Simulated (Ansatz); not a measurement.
The cluster Te4Pb4, 8 atoms. Hardware: 4 threads of Arm Neoverse V2 on a shared host.

In the def2 sets Pb, Te take a core potential; there is no spin–orbit coupling. Correlated methods freeze 32 core orbitals; core or outer-core shells of Pb, Te are correlated, in sets that lack core-valence functions.

(1) How many basis functions does each of these Ansatz runs have, and roughly what does it cost? r2SCAN-D4/def2-TZVP, charge 0 singlet, energy and forces, from earlier orbitals; PBE0-D4/def2-TZVP, charge 0 singlet, energy, from earlier orbitals; PBE0-D4/def2-SVP, charge -1 doublet at the geometry of the charge 0 singlet, energy; r2SCAN0-D4/def2-SVP, charge 1 doublet at the geometry of the charge 0 singlet, energy, from earlier orbitals; r2SCAN-D4/def2-SVP, charge 0 triplet at the geometry of the charge 0 singlet, energy, from earlier orbitals; PBE-D4/def2-SVP, charge 0 singlet, relaxation, 3 steps; PBE-D4/def2-SVP, charge 1 doublet at the geometry of the charge 0 singlet, energy, from earlier orbitals; r2SCAN0-D4/def2-TZVP, charge 0 singlet, energy, from earlier orbitals; r2SCAN0-D4/def2-SVP, charge -1 doublet at the geometry of the charge 0 singlet, energy, from earlier orbitals; RPA@PBE/def2-SVP, charge 0 singlet, energy, from earlier orbitals; MP2/def2-SVP, charge 0 singlet, energy, from earlier orbitals; PBE-D4/def2-TZVP, charge 0 singlet, energy, from earlier orbitals.

Results:

(1) Other jobs shared the machine, so times can vary by a factor of up to 3. A dash marks memory too small to be measured apart from the calling script's.

```tsv
run	functions	fitting or Cholesky vectors	wall time	peak host memory (GiB)
MP2/def2-SVP, charge 0 singlet, energy, from earlier orbitals	208	2720	12 s	1.1
PBE-D4/def2-TZVP, charge 0 singlet, energy, from earlier orbitals	400	3072	12 s	1.3
PBE-D4/def2-SVP, charge 0 singlet, relaxation, 3 steps	208	2464	13 s	–
RPA@PBE/def2-SVP, charge 0 singlet, energy, from earlier orbitals	208	2720	17 s	1.1
r2SCAN-D4/def2-TZVP, charge 0 singlet, energy and forces, from earlier orbitals	400	3072	29 s	1.4
PBE-D4/def2-SVP, charge 1 doublet at the geometry of the charge 0 singlet, energy, from earlier orbitals	208	2464	35 s	1
PBE0-D4/def2-TZVP, charge 0 singlet, energy, from earlier orbitals	400	3472	41 s	3.4
r2SCAN0-D4/def2-TZVP, charge 0 singlet, energy, from earlier orbitals	400	3884	50 s	3.5
r2SCAN-D4/def2-SVP, charge 0 triplet at the geometry of the charge 0 singlet, energy, from earlier orbitals	208	2464	1.9 min	1.2
r2SCAN0-D4/def2-SVP, charge 1 doublet at the geometry of the charge 0 singlet, energy, from earlier orbitals	208	2720	1.9 min	2.2
PBE0-D4/def2-SVP, charge -1 doublet at the geometry of the charge 0 singlet, energy	208	2720	2.2 min	2.4
r2SCAN0-D4/def2-SVP, charge -1 doublet at the geometry of the charge 0 singlet, energy, from earlier orbitals	208	2720	2.3 min	2.3
```
